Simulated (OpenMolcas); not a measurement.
Computed levels of Sm III

- Program: OpenMolcas 26.06
- Method: SS-CASPT2, IPEA 0.25 Eh, imaginary shift 0.1 Eh (closed shells correlated: 5s 5p)
- Basis: ANO-RCC-VTZP [8s7p5d3f2g1h]
- Scalar Hamiltonian: DKH2, point nucleus
- Active space: 6 electrons in 7 orbitals (4f)
- State averaging: 2S+1 = 7 even, 7 roots; 2S+1 = 5 even, 140 roots (105 in the spin-orbit step); 2S+1 = 3 even, 259 roots kept (CI in the orbitals of an earlier block, 141 in the spin-orbit step); 2S+1 = 1 even, 197 roots kept (CI in the orbitals of an earlier block, 47 in the spin-orbit step)
- Spin-orbit coupling: state interaction with AMFI integrals over the reference wave functions, term energies averaged over their components

Spin-free terms above the lowest, with the occupations of the reference:

| Configuration | Term | E (cm-1) | Occupations |
| --- | --- | --- | --- |
| 4f6 | 7F | 0.0 | 4f 6.00 |
| 4f6 | 5D(1) | 15850 | 4f 6.00 |
| 4f6 | 5G(1) | 20720 | 4f 6.00 |
| 4f6 | 5L | 22100 | 4f 6.00 |
| 4f6 | 5H(1) | 25370 | 4f 6.00 |
| 4f6 | 5F | 27690 | 4f 6.00 |
| 4f6 | 5I | 29350 | 4f 6.00 |
| 4f6 | 3P | 31990 | 4f 6.00 |
| 4f6 | 5K | 33240 | 4f 6.00 |

With spin-orbit coupling, above the lowest level:

```
Configuration   Term   J  E (cm-1)  Measured (cm-1)      g  Term weight %    Second
          4f6     7F   0       0.0              0.0                    92   7 5D(1)
          4f6     7F   1       349              293  1.500             94   6 5D(1)
          4f6     7F   2       956              814  1.499             96   4 5D(1)
          4f6     7F   3      1727             1493  1.498             97          
          4f6     7F   4      2600             2278  1.498             98          
          4f6     7F   5      3520             3132  1.496             98          
          4f6     7F   6      4460             4027  1.495             96   3 5G(1)
          4f6  5D(1)   0     13510                                     81     11 3P
          4f6  5D(1)   1     14820                   1.496             88      6 3P
          4f6  5D(1)   2     16820                   1.495             93      3 7F
          4f6  5D(1)   3     19280                   1.494             96          
          4f6  5D(1)   4     22130                   1.490             95      2 3F
          4f6  5G(1)   2     22870                   0.349             95      4 3F
          4f6  5G(1)   3     23080                   0.895             90   6 5H(1)
          4f6     5L   6     23300                   0.767             87   6 5G(1)
          4f6  5G(1)   4     23300                   1.123             86  11 5H(1)
          4f6  5G(1)   5     23440                   1.240             82  13 5H(1)
          4f6  5G(1)   6     23560                   1.270             74   9 5H(1)
          4f6     5L   7     24140                   0.917             95   3 3K(1)
          4f6     5L   8     24950                   1.044             97          
          4f6     5L   9     25660                   1.133             98          
          4f6     5L  10     26190                   1.197             97      3 3M
          4f6  5H(1)   3     28150                   0.532             91   7 5G(1)
          4f6  5H(1)   7     28400                   1.266             84     12 5I
          4f6  5H(1)   4     28480                   0.912             79  12 5G(1)
          4f6     3P   0     28590                                     75     13 1S
          4f6  5H(1)   5     28640                   1.096             71  13 5G(1)
          4f6  5H(1)   6     28650                   1.200             72     15 5I
          4f6     5F   1     30090                   0.026             96      3 3D
          4f6     5F   2     30190                   0.996             91      2 3D
          4f6     5F   3     30380                   1.239             87   4 5G(2)
          4f6     5F   4     30780                   1.332             87   6 5G(2)
          4f6     5F   5     31220                   1.384             90   5 5G(2)
          4f6     5I   4     32230                   0.631             89   8 5H(1)
          4f6     5I   5     32370                   0.907             67  15 5H(1)
          4f6     5I   6     32790                   1.077             68  17 5H(1)
          4f6     5I   8     32810                   1.242             93      3 5K
          4f6     5I   7     33060                   1.182             78  13 5H(1)
          4f6     3P   1     33150                   1.491             90   6 5D(1)
          4f6     5K   5     35050                   0.718             76     16 5I
```

Against the 6 measured excited levels shown (Martin, Zalubas and Hagan, Atomic Energy Levels: The Rare-Earth Elements, NSRDS-NBS 60 (1978)) the mean absolute deviation is 260 cm-1; the largest miss in energy is 4f6 7F6: computed 4460, measured 4027 cm-1 (+10.9 %), and the largest in proportion 4f6 7F1 (+18.8 %).

Spin-orbit coupling puts the lowest level 3492 cm-1 below the lowest spin-free term.

For 7F the intervals divided by the larger J are 348.6, 303.5, 257.1, 217.3, 184.5, 157.7 cm-1. Landé's interval rule makes them equal in pure LS coupling; they differ by 78 % of their mean. The multiplet is regular.

CASPT2 does not keep the components of a term degenerate, so their means are used; among the terms shown or strongly mixed into the levels shown the widest spread is 270 cm-1 (4f6 5I). High states are left out of the spin-orbit mixing, which shifts the levels that they would mix with. Terms from blocks run as CI alone lack orbitals of their own. Measured partners are found by configuration, term and J. A level has none where our copy of the source lacks it or the pairing is in doubt (some pairs that miss far off the trend of their configuration count as doubtful), and it then counts in no deviation. Only configurations of the active space appear. The first state left out of the spin-orbit step lies near 50000 cm-1 above the lowest spin-free state of the reference (among the parities and spins computed), and the list stops at four fifths of that energy or lower. The table shows the lowest 40 of 60 levels.

The term weight is that of the spin-free term in the level, not the purity of its configuration. A number in round brackets counts repeated terms of one configuration in the order of the reference energies.
